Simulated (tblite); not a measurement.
Compound: C4H13GeNSi.
SMILES with atom numbers: `[SiH3:1][N:2]([GeH3:3])[CH:4]1[CH2:5][CH2:6][CH2:7]1` (hydrogens: H8, H9, H10 on Si1; H11, H12, H13 on Ge3; H14 on C4; H15, H16 on C5; H17, H18 on C6; H19, H20 on C7)

Geometry (GFN2-xTB, Å), atoms numbered from 1 in this order:
```
atom  x, y, z in Å
Si1    0.929    1.582    0.904
N2     0.880   -0.098    0.471
Ge3    2.415   -1.039    0.132
C4    -0.312   -0.704   -0.073
C5    -0.872   -0.100   -1.381
C6    -2.162    0.288   -0.645
C7    -1.651   -0.402    0.627
H8    -0.014    1.839    1.997
H9     0.618    2.475   -0.221
H10    2.298    1.827    1.356
H11    2.793   -1.002   -1.327
H12    2.126   -2.467    0.500
H13    3.520   -0.465    0.956
H14   -0.128   -1.783   -0.161
H15   -0.291    0.735   -1.766
H16   -1.011   -0.830   -2.177
H17   -2.296    1.362   -0.535
H18   -3.072   -0.139   -1.062
H19   -2.203   -1.301    0.898
H20   -1.571    0.234    1.503
```

All values are computed: GFN2-xTB (tblite) harmonic vibrations without scaling, gas phase. The method is semi-empirical: single wavenumbers can be off by several per cent or more. Modes of hydrogen on germanium and silicon can be 10 to 20 % off. One conformer, not necessarily the lowest. The optimisation stopped once no atom felt more than 0.01 eV/Å.

Lowest wavenumbers of the output (negative numbers stand for imaginary wavenumbers):
```
mode    cm-1
  1     -76.7
  2     -11.6
  3      42.1
  4      63.9
  5     182.5
  6     204.0
  7     210.8
  8     313.1
  9     397.4
 10     512.0
 11     531.3
 12     555.8
 13     593.9
 14     629.1
 15     736.6
```

Problem. Is this structure a minimum?

Solution. No. 1 mode is imaginary beyond 20i (77i cm⁻¹), and 1 more slightly so (11.6i).

Problem. Which atoms move in the imaginary modes?

Solution. 77i: H8 (Si–H hydrogen) 24 %, H9 (Si–H hydrogen) 22 %, H10 (Si–H hydrogen) 15 %; 12i: C6 (four-membered-ring carbon) 30 %, H17 (methylene hydrogen) 12 %, H18 (methylene hydrogen) 10 %. These are shares of the mass-weighted motion.

Problem. What is the remedy?

Solution. Step along such a mode in both directions, optimise again with tighter thresholds and repeat the frequencies. The zero-point energy of this point (94.8 kcal/mol) counts the 52 real modes alone, and thermal corrections from it aren't those of a minimum.
